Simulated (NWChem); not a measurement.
# CsCl; SMILES [Cl][Cs]

Results from NWChem. Geometry: optimised at PBE-D3(BJ)/def2-SVP. def2 effective core potentials on Cs; no spin-orbit coupling.

**Question.** Taking PBE/def2-QZVP as the yardstick, which of these has the fewest basis functions while keeping “dipole (D)” within 0.05 D of it: PBE/def2-SVP; PBE/def2-SVPD; PBE/def2-TZVPP; PBE/def2-TZVPD; PBE/def2-TZVP?

**Answer.** PBE/def2-TZVP (a larger set in the list lies outside the tolerance).
| level | basis functions | dipole (D) | relative time (rough) |
|---|---|---|---|
| PBE/def2-SVP | 42 | 9.42 | 1 |
| PBE/def2-SVPD | 54 | 10.42 | 1 |
| PBE/def2-TZVP | 66 | 9.94 | 3 |
| PBE/def2-TZVPD | 78 | 10.05 | 4 |
| PBE/def2-TZVPP | 78 | 9.93 | 3 |
| PBE/def2-QZVP | 118 | 9.97 | 20 |

The yardstick is one finite set, not the basis-set limit.
